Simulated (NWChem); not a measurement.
Molecule: C₄H₄F₂; SMILES C#CC(C)(F)F

Question: Give the equilibrium geometry at PBE0/def2-SVP (NWChem) as a Z-matrix, with the point group.

Answer: point group Cs; any orientation.
```
C
F 1 1.3587
F 1 1.3587 2 106.48
C 1 1.4736 2 108.94 3 -117.34
C 4 1.2084 2 147.05 1 177.20
H 5 1.0752 2 157.92 1 179.24
C 1 1.5085 2 109.29 3 117.93
H 7 1.0976 1 110.06 2 -177.82
H 7 1.0976 8 109.29 1 120.98
H 7 1.0988 8 109.57 9 120.08
```
